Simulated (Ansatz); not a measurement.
Input:

```yaml
accuracy: low
crystal:
  lattice:
    - [7.380323, 0.0, 0.0]
    - [0.0, 7.380323, 0.0]
    - [0.0, 0.0, 7.380323]
  atoms:
    - { symbol: C, position: [0.46965796, 0.59408662, 0.46416565] }
    - { symbol: O, position: [0.60304815, 0.710718, 0.39083175] }
    - { symbol: H, position: [0.35187015, 0.59624268, 0.372329] }
    - { symbol: H, position: [0.72451369, 0.6716963, 0.42938508] }
    - { symbol: H, position: [0.51583071, 0.45236232, 0.47434314] }
    - { symbol: H, position: [0.42401955, 0.63813203, 0.60001811] }
    - { symbol: C, position: [0.33635356, 0.30910561, -0.09731569] }
    - { symbol: O, position: [0.28405637, 0.13057534, -0.04339836] }
    - { symbol: H, position: [0.21383195, 0.3886995, -0.12266773] }
    - { symbol: H, position: [0.39939655, 0.07127974, -0.00876147] }
    - { symbol: H, position: [0.41493635, 0.37768127, 0.00974901] }
    - { symbol: H, position: [0.4198503, 0.30710823, -0.22139282] }
    - { symbol: C, position: [0.66857202, 0.15140779, 0.2240427] }
    - { symbol: O, position: [0.62832747, 0.05140501, 0.06407159] }
    - { symbol: H, position: [0.54834718, 0.23077187, 0.26183701] }
    - { symbol: H, position: [0.73927298, 0.04022824, -0.01071199] }
    - { symbol: H, position: [0.69992272, 0.06003186, 0.33786206] }
    - { symbol: H, position: [0.78196728, 0.24623906, 0.20288854] }
    - { symbol: C, position: [0.05252144, 0.82430843, 0.38602012] }
    - { symbol: O, position: [-0.02256969, 0.6461554, 0.41263952] }
    - { symbol: H, position: [-0.05826193, 0.91308315, 0.34223494] }
    - { symbol: H, position: [0.04499689, 0.58835455, 0.51038244] }
    - { symbol: H, position: [0.1104027, 0.87812237, 0.51218454] }
    - { symbol: H, position: [0.15846047, 0.82339259, 0.2805393] }
    - { symbol: C, position: [0.90725008, 0.1922074, 0.71896782] }
    - { symbol: O, position: [0.92314791, 0.03738268, 0.83603182] }
    - { symbol: H, position: [0.76517758, 0.20131484, 0.67504052] }
    - { symbol: H, position: [1.04772142, 0.04047213, 0.88523197] }
    - { symbol: H, position: [0.94535258, 0.31779147, 0.79077938] }
    - { symbol: H, position: [0.99294721, 0.17700233, 0.59772662] }
    - { symbol: C, position: [0.79043137, 0.61232751, 0.94814387] }
    - { symbol: O, position: [0.98076677, 0.60596277, 0.90515489] }
    - { symbol: H, position: [0.72553155, 0.49653352, 0.8812066] }
    - { symbol: H, position: [1.04556978, 0.65062604, 1.01030657] }
    - { symbol: H, position: [0.76660818, 0.6024484, 1.09456956] }
    - { symbol: H, position: [0.72905503, 0.73831434, 0.89786983] }
basis:
  ecutwfc: 420.0
kpoints:
  mp_grid: { grid: [1, 1, 1] }
hamiltonian:
  xc: pbe
  dispersion: d3bj
scf:
  occupations: { method: fermi_dirac, width: 0.02 }
  lower_state_search: "off"
md:
  timestep: 0.5
  n_steps: 270
  ensemble: nvt_langevin
  temperature: 400.0
  initial_velocities: maxwell_boltzmann
  seed: 361247
  friction: 0.02
```

Launched with:

```bash
$ ansatz run input.yaml --threads 1 --pin off --max-ram 3072MiB --backend cpu --events-out ev --progress --plain --runs-dir out
```

Hardware: 1 thread of AMD EPYC 7R13 Processor (Zen 3), with other jobs on the host.

Roughly how long does this run take, and how much memory?

8.3 min, with a peak of 0.48 GiB, for 271 ionic steps.
